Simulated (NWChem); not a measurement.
The numbers come from NWChem runs, not from measurements. System: F3OTa, charge 0, spin multiplicity 1, at a geometry optimised with PBE0/def2-SVP with def2 effective core potentials on Ta. The structure started from a generated list of species. Level: r2SCAN/def2-SVP with def2 effective core potentials on Ta.

Part of the output:

```
             Northwest Computational Chemistry Package (NWChem) 7.3.0
             --------------------------------------------------------

                                NWChem Input Module
                                -------------------

 Scaling coordinates for geometry "geometry" by  1.889725989
 (inverse scale =  0.529177249)

 Turning off AUTOSYM since
 SYMMETRY directive was detected!

                             Geometry "geometry" -> ""
                             -------------------------

 Output coordinates in angstroms (scale by  1.889725989 to convert to a.u.)

  No.       Tag          Charge          X              Y              Z
 ---- ---------------- ---------- -------------- -------------- --------------
    1 Ta                  73.0000    -0.00286600     0.00834200     0.00000000
    2 O                    8.0000    -0.55680000     1.62235700     0.00000000
    3 F                    9.0000     1.02116700    -0.21206100     1.55367100
    4 F                    9.0000     1.02116700    -0.21206100    -1.55367100
    5 F                    9.0000    -1.52415500    -1.08563900     0.00000000

 Effective nuclear repulsion energy (a.u.)     818.8634849309

            Nuclear Dipole moment (a.u.)
            ----------------------------
        X                 Y               Z
 ---------------- ---------------- ----------------
    -0.0000132281    -0.0000510226     0.0000000000

      Symmetry information
      --------------------

 Group name             Cs
 Group number              2
 Group order               2
 No. of unique centers     4

      Symmetry unique atoms

     1    2    3    5


 Summary of "ao basis" -> "" (spherical)
 ------------------------------------------------------------------------------
       Tag                 Description            Shells   Functions and Types
 ---------------- ------------------------------  ------  ---------------------
 *                          def2-svp                  on all atoms

                                 NWChem DFT Module
                                 -----------------

 Summary of "ao basis" -> "ao basis" (spherical)
 ------------------------------------------------------------------------------
       Tag                 Description            Shells   Functions and Types
 ---------------- ------------------------------  ------  ---------------------
 Ta                         def2-svp                12       32   6s3p2d1f
 O                          def2-svp                 6       14   3s2p1d
 F                          def2-svp                 6       14   3s2p1d

 Summary of "ao basis" -> "ao basis" (spherical)
 ------------------------------------------------------------------------------
       Tag                 Description            Shells   Functions and Types
 ---------------- ------------------------------  ------  ---------------------
 Ta                         def2-svp                12       32   6s3p2d1f
 O                          def2-svp                 6       14   3s2p1d
 F                          def2-svp                 6       14   3s2p1d

      Symmetry analysis of basis
      --------------------------

        a'         56
        a"         32

            General Information
            -------------------
          SCF calculation type: DFT
          Wavefunction type:  closed shell.
          No. of atoms     :     5
          No. of electrons :    48
           Alpha electrons :    24
            Beta electrons :    24
          Charge           :     0
          Spin multiplicity:     1
          Use of symmetry is: on ; symmetry adaption is: on
          Maximum number of iterations: 100
          AO basis - number of functions:    88
                     number of shells:    36
          Convergence on energy requested:  1.00D-06
          Convergence on density requested:  1.00D-05
          Convergence on gradient requested:  5.00D-04

              XC Information
              --------------
                      r^2SCAN Method XC Functional
               r^2SCAN metaGGA Exchange Functional  1.000
                     r^2SCAN Correlation Potential  1.000

             Grid Information
[...]
    26 a'         27 a"         28 a'         29 a"         30 a'
    31 a"         32 a'         33 a'         34 a'

------------------------------------------------------------
EAF file 0: "./mol.aoints.0" size=524288 bytes
------------------------------------------------------------
               write      read    awrite     aread      wait
               -----      ----    ------     -----      ----
     calls:        1         0         0         0         0
   data(b): 5.24e+05  0.00e+00  0.00e+00  0.00e+00
   time(s): 0.00e+00  0.00e+00  0.00e+00  0.00e+00  0.00e+00
rate(mb/s): 0.00e+00  0.00e+00
------------------------------------------------------------

   convergence    iter        energy       DeltaE   RMS-Dens  Diis-err    time
 ---------------- ----- ----------------- --------- --------- ---------  ------
 d= 0,ls=0.0,diis     1   -431.1592877007 -6.44D+02  5.98D-02  3.73D+00     0.9
 d= 0,ls=0.0,diis     2   -423.9868512422  7.17D+00  5.01D-02  5.54D+01     1.2
 d= 0,ls=0.0,diis     3   -431.4954109856 -7.51D+00  1.08D-02  1.42D+00     1.5
 d= 0,ls=0.0,diis     4   -431.5592358975 -6.38D-02  3.82D-03  7.89D-01     1.8
 d= 0,ls=0.0,diis     5   -431.6326092914 -7.34D-02  7.68D-04  3.06D-02     2.1
  Resetting Diis
 d= 0,ls=0.0,diis     6   -431.6352658392 -2.66D-03  4.21D-04  7.19D-03     2.4
 d= 0,ls=0.0,diis     7   -431.6359845705 -7.19D-04  1.66D-04  5.49D-05     2.7
 d= 0,ls=0.0,diis     8   -431.6359402177  4.44D-05  1.36D-04  4.88D-04     2.9
 d= 0,ls=0.0,diis     9   -431.6359882475 -4.80D-05  2.72D-05  1.74D-05     3.2
 d= 0,ls=0.0,diis    10   -431.6359898535 -1.61D-06  7.08D-06  1.73D-06     3.5
 d= 0,ls=0.0,diis    11   -431.6359899988 -1.45D-07  1.26D-06  2.85D-08     3.8

         Total DFT energy =     -431.635989998803
      One electron energy =    -1040.016405217839
           Coulomb energy =      442.508034492396
    Exchange-Corr. energy =      -46.636238410468
 Nuclear repulsion energy =      212.508619137109

 Numeric. integr. density =       48.000000597915

     Total iterative time =      3.5s

                  Occupations of the irreducible representations
                  ----------------------------------------------

                     irrep           alpha         beta
                     --------     --------     --------
                     a'               16.0         16.0
                     a"                8.0          8.0

                       DFT Final Molecular Orbital Analysis
                       ------------------------------------

 Vector   22  Occ=2.000000D+00  E=-3.423036D-01  Symmetry=a'
              MO Center= -4.1D-01,  1.2D+00,  1.4D-13, r^2= 2.0D+00
   Bfn.  Coefficient  Atom+Function         Bfn.  Coefficient  Atom+Function
  ----- ------------  ---------------      ----- ------------  ---------------
    37      0.519447  2 O  py                40      0.290142  2 O  py
    20      0.261375  1 Ta d  2               3      0.228722  1 Ta s
     5     -0.208108  1 Ta s                 16      0.203366  1 Ta d -2
    35      0.193260  2 O  s                 18      0.191202  1 Ta d  0
    36     -0.178272  2 O  px                 8      0.158249  1 Ta py

 Vector   23  Occ=2.000000D+00  E=-3.321189D-01  Symmetry=a"
              MO Center= -2.9D-01,  1.2D+00,  5.0D-14, r^2= 1.8D+00
   Bfn.  Coefficient  Atom+Function         Bfn.  Coefficient  Atom+Function
  ----- ------------  ---------------      ----- ------------  ---------------
    38      0.541143  2 O  pz                41      0.374950  2 O  pz
    17      0.261361  1 Ta d -1              51      0.152749  3 F  py
    65     -0.152749  4 F  py                 9     -0.141044  1 Ta pz
    54     -0.108930  3 F  py                68      0.108930  4 F  py
    52      0.105423  3 F  pz                66      0.105423  4 F  pz

 Vector   24  Occ=2.000000D+00  E=-3.321181D-01  Symmetry=a'
              MO Center= -5.0D-01,  1.1D+00,  7.2D-13, r^2= 1.8D+00
   Bfn.  Coefficient  Atom+Function         Bfn.  Coefficient  Atom+Function
  ----- ------------  ---------------      ----- ------------  ---------------
    36      0.511841  2 O  px                39      0.354647  2 O  px
    78      0.197587  5 F  px                16      0.195665  1 Ta d -2
    20     -0.176818  1 Ta d  2              37      0.175661  2 O  py
    81     -0.154830  5 F  px                 7     -0.133406  1 Ta px
    40      0.121714  2 O  py                79     -0.091859  5 F  py

 Vector   25  Occ=0.000000D+00  E=-8.651963D-02  Symmetry=a'
              MO Center=  1.0D-01,  4.2D-02, -2.0D-12, r^2= 1.9D+00
   Bfn.  Coefficient  Atom+Function         Bfn.  Coefficient  Atom+Function
  ----- ------------  ---------------      ----- ------------  ---------------
    18      0.649257  1 Ta d  0              20     -0.632202  1 Ta d  2
    16      0.202125  1 Ta d -2              50     -0.189839  3 F  px
    64     -0.189839  4 F  px                36     -0.175448  2 O  px
    79     -0.160868  5 F  py                39     -0.156407  2 O  px
    53      0.155932  3 F  px                67      0.155932  4 F  px

 Vector   26  Occ=0.000000D+00  E=-8.651958D-02  Symmetry=a"
              MO Center= -1.1D-01, -3.1D-02, -4.4D-15, r^2= 1.9D+00
   Bfn.  Coefficient  Atom+Function         Bfn.  Coefficient  Atom+Function
  ----- ------------  ---------------      ----- ------------  ---------------
    17      0.761463  1 Ta d -1              19     -0.531261  1 Ta d  1
    80     -0.216902  5 F  pz                38     -0.185503  2 O  pz
    83      0.168884  5 F  pz                41     -0.165371  2 O  pz
    51      0.150289  3 F  py                65     -0.150289  4 F  py
    15     -0.121744  1 Ta pz                 9      0.118116  1 Ta pz

 Vector   27  Occ=0.000000D+00  E=-3.692442D-02  Symmetry=a'
              MO Center=  1.0D-01, -3.0D-01,  4.4D-13, r^2= 5.7D+00
   Bfn.  Coefficient  Atom+Function         Bfn.  Coefficient  Atom+Function
  ----- ------------  ---------------      ----- ------------  ---------------
     6      1.056251  1 Ta s                  3     -0.300862  1 Ta s
     5      0.224365  1 Ta s                 49     -0.204022  3 F  s
    63     -0.204022  4 F  s                 77     -0.204004  5 F  s
     2      0.187847  1 Ta s                  4     -0.182025  1 Ta s
    20      0.129370  1 Ta d  2              14     -0.128232  1 Ta py

 center of mass
 --------------
 x =   0.00312557 y =  -0.00910952 z =   0.00000000

 moments of inertia (a.u.)
 ------------------
         563.966242206274         -31.272380047543           0.000000000000
         -31.272380047543         644.350165320302           0.000000000000
           0.000000000000           0.000000000000         553.238717191029

     Multipole analysis of the density
     ---------------------------------

     L   x y z        total         alpha         beta         nuclear
     -   - - -        -----         -----         ----         -------
     0   0 0 0      0.000000    -24.000000    -24.000000     48.000000

     1   1 0 0      0.225102     -0.049921     -0.049921      0.324944
     1   0 1 0     -0.656006      0.144945      0.144945     -0.945897
     1   0 0 1     -0.000000     -0.000000     -0.000000      0.000000

     2   2 0 0    -33.548578    -92.048449    -92.048449    150.548321
     2   1 1 0      0.218042     -6.617626     -6.617626     13.453294
     2   1 0 1     -0.000000     -0.000000     -0.000000      0.000000
     2   0 2 0    -34.109032    -75.038260    -75.038260    115.967487
     2   0 1 1      0.000000      0.000000      0.000000      0.000000
     2   0 0 2    -33.473669    -94.318357    -94.318357    155.163046

 Task  times  cpu:        3.8s     wall:        3.8s

 Total times  cpu:        3.8s     wall:        3.8s
```

**Question.** Write an NWChem input that would produce this output.

**Answer.** Several could match; the one computed here: 
```
start mol
memory heap 200 mb stack 900 mb global 1100 mb
geometry units angstroms nocenter noautoz
  Ta    -0.002866     0.008342     0.000000
  O     -0.556800     1.622357     0.000000
  F      1.021167    -0.212061     1.553671
  F      1.021167    -0.212061    -1.553671
  F     -1.524155    -1.085639     0.000000
  symmetry group Cs
end
basis spherical
  * library def2-svp
end
ecp
  Ta library def2-ecp
end
dft
  xc r2scan
  semidirect memsize 60000000 filesize 0
  iterations 100
  grid fine
end
task dft energy
```
